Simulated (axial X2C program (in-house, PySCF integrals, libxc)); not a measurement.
**LiTc⁺: cheaper levels and CCSD(T), 2c**

Computed with an in-house relativistic program for diatomic molecules. Two-component (2c) means X2C with spin–orbit coupling and atomic mean-field two-electron Coulomb and Gaunt terms. Basis: Tc dyall-cv3z [12s12p8d5f3g], Li dyall-cv3z [7s8p2d] (cores contracted in-house); Gaussian nuclei, density fitting, unrestricted open shells. Masses: Tc 98.907 u, Li 7.016 u.

State: Ω = 5/2 (⟨Sz⟩ = 2.50, ⟨Lz⟩ = 0.00 at HF); fragments Tc + Li+.

```csv
level,Re (Å),ωe (cm⁻¹),De (eV)
PBE0,2.819,281.8,1.39
HF,3.229,208.3,1.24
CCSD,2.926,263.8,0.965
BLYP,2.823,278.3,1.33
```

Correlated methods: 7 electrons correlated (number of frozen shells: Tc 4 s, 3 p, 1 d; Li 1 s), 257 virtual spin orbitals or spinors in MP2, 86 natural virtuals in coupled cluster.

CCSD(T), same Hamiltonian and basis:

Re = 2.911 Å, ωe = 268.0 cm⁻¹, De = 0.94 eV; T1 = 0.060 (Lee–Taylor normalisation).

(1) Give the differences from CCSD(T) in the columns below.

One determinant describes the state; a PBE0 search over occupations chose it and may have missed a lower one. Dissociation energies refer to the lowest single-determinant-based atoms at the same level and basis. Density functionals use the spin component along the axis (collinear). Coupled cluster ran in a truncated set of natural virtual spinors; the MP2 energy of the rest was added. (T) has no such correction and the atoms are truncated less, which lowers De at CCSD(T) by a hundredth of an eV or more. With several unpaired electrons one determinant need not be a pure state. This is the top spin component of a Σ state; components of lower Ω are not single determinants and can lie lower. The determinant is spin-polarised beyond a pure state at some levels (its spin-free form has ⟨S²⟩ too high), which makes Re and μ there less reliable. The T1 diagnostic is large, a sign of multireference character.

## Answers

(1) 

```csv
level,ΔRe (Å),Δωe (cm⁻¹),ΔDe (eV)
PBE0,-0.092,13.8,0.45
HF,0.318,-59.7,0.30
CCSD,0.015,-4.2,0.02
BLYP,-0.088,10.3,0.39
```
